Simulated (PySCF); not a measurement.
Geometry (Å), atoms numbered from 1 in this order:
```xyz
21

C     2.1577   -0.3710    0.9920
C     1.5273    0.4569   -0.0779
C     2.2508    1.0788   -0.9943
F     1.6881    1.8284   -1.9673
C     0.0152    0.5399   -0.0919
C    -0.5594   -0.5630   -0.9913
C    -2.0819   -0.5014   -1.0254
O    -2.6517   -0.6948    0.2403
Si   -1.9665   -0.0888    1.5906
O    -0.4727    0.4464    1.2202
H     3.2411   -0.3457    0.9188
H     1.8477    0.0039    1.9654
H     1.8156   -1.4016    0.9141
H     3.3264    1.0600   -1.0768
H    -0.2833    1.5143   -0.5061
H    -0.2577   -1.5327   -0.5905
H    -0.1635   -0.4469   -1.9999
H    -2.4033    0.4693   -1.4245
H    -2.4769   -1.2908   -1.6745
H    -1.8117   -1.1945    2.5213
H    -2.7502    1.0501    2.0573
```

PySCF calculation with shielding tensors at PBE0/pcSseg-1 (GIAO) and GFN2-xTB geometry; in vacuum, one averaged value for each set of equivalent atoms, one computed conformer, non-relativistic Hamiltonian.

Shifts are taken against calculated references (same method and geometry level): TMS for ¹³C, ¹H, ²⁹Si; CFCl3 for ¹⁹F; ¹⁷O against H2O.

```csv
atoms,nucleus,count,Hirshfeld charge,δ (ppm)
H21,¹H,1,-0.08,?
H14,¹H,1,0.06,6.61
H11/H12/H13,¹H,3,0.04,1.82
C2,¹³C,1,-0.02,132.2
H17,¹H,1,0.05,1.40
F4,¹⁹F,1,-0.09,-136.0
O10,¹⁷O,1,-0.22,46.4
H19,¹H,1,0.05,4.49
C1,¹³C,1,-0.12,?
H18,¹H,1,0.04,4.42
Si9,²⁹Si,1,0.46,?
C5,¹³C,1,0.05,72.7
O8,¹⁷O,1,-0.24,33.1
H20,¹H,1,-0.08,?
H16,¹H,1,0.04,2.06
C7,¹³C,1,0.01,?
C3,¹³C,1,0.02,?
H15,¹H,1,0.03,5.39
C6,¹³C,1,-0.08,41.2
```

Q: Fill in the missing shifts.

A: 
- C3: 150.2 ppm, alkene CH; the olefinic region
- C7: 66.8 ppm, sp3 CH2 bonded to O; deshielded by the electronegative neighbour
- C1: 13.0 ppm, allylic methyl carbon; aliphatic region, no heteroatom directly attached
- H21: 5.15 ppm, hydrogen on a silicon bonded to 2 O, in a 6-membered ring
- H20: 5.03 ppm, hydrogen on a silicon bonded to 2 O, in a 6-membered ring
- Si9: -31.4 ppm, silicon bonded to 2 O, 2 H, in a 6-membered ring

Shifts are as computed. Against solution values, carbons near 30 ppm lie about +3 ppm off and those near 130 ppm about +5 ppm. Of 1211 compounds with measured shifts, 218 miss one by over three times the rms of a fit or turn the order of signals round; such compounds aren't used in these exercises. Unscaled 19F shifts against computed CFCl3 carry errors that often reach 10 to 50 ppm. Experimental scales use liquid or dissolved standards, which lie at an offset from isolated H2O (liquid H2O: subtract about 36 ppm).
